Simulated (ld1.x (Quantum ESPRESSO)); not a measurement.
**Plane-wave convergence, TM potential for magnesium**

| Item | Value |
| --- | --- |
| Element | Mg |
| Generator | ld1.x (Quantum ESPRESSO) 7.5 |
| Type | norm-conserving Troullier–Martins (Kleinman–Bylander form) |
| Functional | PBE |
| Relativity | non-relativistic |
| Frozen core | [He] |
| Valence charge | 10 |
| Reference configuration | 2s2 2p6 3s2 3p0 |
| Partial waves | 2s (bound): rc 0.80 bohr; 2p (bound): rc 1.10 bohr; 3d channel at 0.15 Ry: rc 0.85 bohr |
| Local potential | the d channel |
| Core correction | none |

Occupied shells without a wave of their own: 3s. They enter only through the test configuration that unscreens the potential.

The pseudo-atom Hamiltonian at the reference potential is diagonalised in spherical Bessel functions j_l(qr) that vanish at 20 bohr, with q² up to the cutoff. All-electron valence levels (Ry): 2s -5.8470, 3s -0.3454, 2p -3.4291, 3p -0.0983.

**Question.** How do the lowest levels (Ry) of each channel move with the cutoff, and are there ghosts?

**Answer.**

```
cutoff (Ry)     s #1     s #2     p #1     p #2    d #1    d #2    f #1  Σ f·Δε (mRy)
          8  -4.4958  -0.2555  -0.4752   0.0050  0.0529  0.1350  0.1080       20609.4
         18  -5.6056  -0.3296  -0.9882  -0.0226  0.0529  0.1348  0.1080       15163.3
         35  -5.7612  -0.3445  -1.8934  -0.0563  0.0529  0.1347  0.1080        9391.0
         55  -5.7768  -0.3449  -2.7078  -0.0793  0.0529  0.1347  0.1080        4472.6
         90  -5.8295  -0.3466  -3.3404  -0.0951  0.0529  0.1347  0.1080         568.6
        140  -5.8440  -0.3471  -3.4279  -0.0972  0.0529  0.1347  0.1080          13.4
        230  -5.8461  -0.3472  -3.4289  -0.0972  0.0529  0.1347  0.1080           3.0
        400  -5.8469  -0.3472  -3.4291  -0.0972  0.0529  0.1347  0.1080           0.0
```

Result: no extra level below or beside the all-electron valence levels (s, p, d, f tested); 10 mRy is reached at 200 Ry and 1 mRy at 300 Ry.
